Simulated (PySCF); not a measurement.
Molecule: `InChI=1S/C5H8O3/c1-7-5(6)8-4-2-3-4/h4H,2-3H2,1H3`.

Geometry (Å), atoms numbered from 1 in this order:
```xyz
16

C     3.315    0.133   -0.088
O     1.974    0.315   -0.524
C     1.028   -0.055    0.342
O     1.226   -0.514    1.432
O    -0.157    0.183   -0.209
C    -1.301   -0.127    0.566
C    -2.508    0.729    0.354
C    -2.484   -0.682   -0.160
H     3.586   -0.924   -0.124
H     3.436    0.495    0.935
H     3.933    0.705   -0.775
H    -1.046   -0.486    1.555
H    -3.120    0.965    1.210
H    -2.425    1.524   -0.369
H    -2.387   -0.822   -1.225
H    -3.079   -1.431    0.337
```

Frames of a GFN2-xTB Langevin trajectory at 200 K; GIAO PBE0/pcSseg-1 shieldings in PySCF 2.14.0 with density-fitted response routines, gas phase, non-relativistic; equivalent atoms averaged within each frame.

Shifts are taken against calculated references (same method and geometry level): ¹³C (186.93 ppm), ¹H (31.72 ppm) against TMS; ¹⁷O (336.08 ppm) vs H2O. The references are static minima.

How do the shifts (ppm) fluctuate along the trajectory?

Answers


```
         time (fs)     C3    C1    C6  C7/C8     O4     O5     O2   H12  H9/H10/H11  H13/H16
               250  160.0  59.5  55.5    7.5  296.8  188.6  130.3  5.26        4.22     0.94
               425  165.2  53.0  59.6    4.7  309.1  179.2  135.4  4.87        3.51     0.46
               625  161.5  54.3  52.0    8.6  303.0  152.3  152.5  4.43        4.08    -0.04
               800  166.7  56.2  56.0    7.7  311.0  184.4  151.6  5.09        3.89     0.55
              1000  165.3  62.8  47.4    5.6  308.4  171.3  155.1  4.17        4.49     0.50
    mean of frames  163.7  57.2  54.1    6.8  305.7  175.2  145.0  4.77        4.04     0.48
standard deviation    2.9   4.0   4.6    1.6    5.8   14.3   11.3  0.45        0.37     0.35
```

5 frames give an uncertainty of the mean of about the standard deviation over 2.2 at best, since frames this close in time may not be independent; classical motion lacks zero-point vibration, and the reference would need the same averaging.
